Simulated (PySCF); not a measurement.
Compound: C₇H₁₁S (doublet state).
Geometry (GFN2-xTB, Å), atoms numbered from 1 in this order:
```xyz
19
C7H11S angstrom
C     -3.8379   -0.2301   -0.3528
C     -2.5137   -0.3316   -0.4534
C     -1.6334    0.8083   -0.4427
C     -0.2970    0.7899   -0.5405
C      0.5819   -0.4230   -0.5828
C      1.0367   -0.6044    0.8263
S      2.3832    0.2010    1.5085
C      3.6336    0.1052    0.1806
H     -4.4787   -1.0948   -0.3612
H     -4.3234    0.7273   -0.2560
H     -2.0626   -1.3103   -0.5420
H     -2.1269    1.7685   -0.3546
H      0.2409    1.7280   -0.4896
H      0.0319   -1.3064   -0.9089
H      1.4234   -0.2667   -1.2581
H      0.2839   -0.8237    1.5653
H      4.5876    0.3299    0.6456
H      3.6419   -0.8991   -0.2302
H      3.4187    0.8410   -0.5883
```

The hyperfine couplings belong to this conformer and change with its torsions.

Identity: `C=C/C=C\C[CH]SC` [radical].

Method used: UKS B3LYP, pcH-1 on C H S, non-relativistic, mean-field spin-orbit, GIAO (PySCF). Isolated species at its GFN2-xTB geometry (one conformer only). The geometry wasn't refined by DFT: couplings that depend on bond lengths, twists or pyramidal angles can differ widely from those at the functional's own minimum. The SCF solution wasn't tested for stability.

The Mulliken spin populations are largest on C6 (+0.80), S7 (+0.16) and C3 (+0.08). The angles at C6 add up to 353.2°, so it is slightly pyramidal.

Problem. List the C–H protons on four-coordinate carbons next to a three-coordinate spin centre, with their couplings and θ (C–H bond against the normal to the plane of the centre's neighbours, projected along the bond that joins the two).

Solution. 
```csv
β H,on,centre,θ (°),cos²θ,a (G)
H14,C5,C6,51,0.39,+11.72
H15,C5,C6,69,0.12,+2.70
```

Couplings in gauss use g_iso = 2.0044.
